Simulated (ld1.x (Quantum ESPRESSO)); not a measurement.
Before and after: TM potential for Fe

* Element: Fe (Z = 26)
* Generator: ld1.x (Quantum ESPRESSO) 7.5
* Type: norm-conserving Troullier–Martins (Kleinman–Bylander form)
* Functional: PBEsol
* Relativity: scalar-relativistic
* Frozen core: [Ar]
* Valence charge: 8
* Reference configuration: 3d6 4s1 4p1
* Partial waves: 4s (bound): rc 2.05 bohr; 3d (bound): rc 1.40 bohr; 4f channel at -0.05 Ry: rc 2.50 bohr; 4p (bound): rc 2.65 bohr
* Local potential: the p channel
* Core correction: none

All-electron outer shells of the reference configuration (PBEsol, scalar-relativistic, ld1.x):

| shell | level (eV) | outermost node (bohr) | outermost maximum (bohr) |
| --- | --- | --- | --- |
| 3s | -95.50 | 0.33 | 0.70 |
| 3p | -61.66 | 0.30 | 0.72 |
| 3d | -9.20 | – | 0.71 |
| 4s | -6.37 | 1.00 | 2.38 |
| 4p | -2.12 | 1.10 | 3.17 |

Change: all radii scaled by about 0.73 (s 1.48, p 1.92, d 1.02, f 1.82 bohr).

Cutoffs: the cutoffs (Ry, on a coarse ladder) from which the occupation-weighted sum of valence levels, in a spherical-Bessel basis at the reference potential, stays within 10 and 1 mRy of its value at 400 Ry; they do not see the model core or the augmentation charge, which bear on the density cutoff. Errors are all-electron minus pseudo energies relative to the spin-unpolarised reference configuration.

**Question.** Predict the effect on cutoff, ghosts and configuration errors.

**Answer.** The potential gets harder (120 Ry and 200 Ry → 180 Ry and 260 Ry); both files keep a bound ghost (s); of the 7 tests that both files solve, the error grows in 3 and shrinks in 3 by more than 15 % and 0.3 meV (median size 14.1 → 30.9 meV). A smaller radius makes the pseudo-wave follow the all-electron one further in, where it bends more sharply, so more plane waves are needed.

```csv
quantity,base,changed
"cutoff, loose",120 Ry,180 Ry
"cutoff, tight",200 Ry,260 Ry
loose cutoff by channel (10 mRy a level),"s 8 Ry, d 100 Ry, p 6 Ry","s 35 Ry, d 160 Ry, p 15 Ry"
bound ghosts,s,s
"error for 3d6 4s2 4p0, meV [ΔE -4.13 eV]",-7.7,+2.9
"error for 3d6 4s1 4p0, meV [ΔE 4.61 eV]",-9.5,-3.0
"error for 3d6 4s0 4p0, meV [ΔE 20.73 eV]",+14,+31
"error for 3d4 4s0 4p0, meV [ΔE 107.96 eV]",-1592,-2336
"error for 3d6 4s0 4p2, meV [ΔE 4.35 eV]",+1.1,+3.7
"error for 3d5 4s2 4p1, meV [ΔE 4.64 eV]",-595,-312
"error for 3d7 4s0 4p0, meV [ΔE 2.46 eV]",-374,-330
```

 A true bound ghost makes a file unfit for plane-wave use even where its test errors are small: the radial tests pick states by their node count and pass the ghost by.
